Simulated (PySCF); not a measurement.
Atom-mapped SMILES (the numbers label the heavy atoms): `[CH3:1][Si@@H:2]([OH:3])[SiH2:4][SiH3:5]`. Hydrogens are named by the atom that carries them. Ha(Si4) is pro-R; Hb(Si4) is pro-S.

Geometry: PBE0-D3(BJ)/def2-SVP; GIAO shifts from PySCF, gas phase, non-relativistic, averaged over equivalent atoms.

At HF/pcSseg-1 (156 basis functions, 7.6 s wall time on 1 thread of an Arm Neoverse V1, shared host):
```tsv
atoms	δ (ppm)
C1	2.3
Si2	-1.4
Si5	-91.8
Si4	-97.6
O3	8.9
H(Si2)	4.80
H(Si5)	3.49
Hb(Si4)	3.16
Ha(Si4)	2.87
H(O3)	1.11
H(C1)	0.34
```

Shifts are taken against calculated references (same method and geometry level): $^{13}$C (σref 190.85), $^{29}$Si (σref 393.43), $^{1}$H (σref 31.69) vs TMS; H2O for $^{17}$O (σref 333.31).

**Question.** What do these become at PBE0/pcSseg-1?

**Answer.** 
| atoms | δ at PBE0/pcSseg-1 | change |
| --- | --- | --- |
| C1 | 3.7 | +1.4 |
| Si2 | 6.3 | +7.7 |
| Si5 | -106.0 | -14.2 |
| Si4 | -112.0 | -14.4 |
| O3 | 24.1 | +15.2 |
| H(Si2) | 5.54 | +0.74 |
| H(Si5) | 3.68 | +0.19 |
| Hb(Si4) | 3.45 | +0.29 |
| Ha(Si4) | 3.16 | +0.29 |
| H(O3) | 0.54 | -0.57 |
| H(C1) | 0.38 | +0.04 |

δ = σ(ref) − σ, references computed at the same level: $^{13}$C (184.41 ppm), $^{29}$Si (351.99 ppm), $^{1}$H (31.27 ppm) against TMS; $^{17}$O (334.56 ppm) against H2O.

The largest change is at O3 (oxygen bonded to Si, H). Cost: 156 basis functions, 15 s wall time on 1 thread of an Arm Neoverse V1, shared host.

Experimental scales use liquid or dissolved standards, which lie at an offset from isolated H2O (liquid H2O: subtract about 36 ppm).
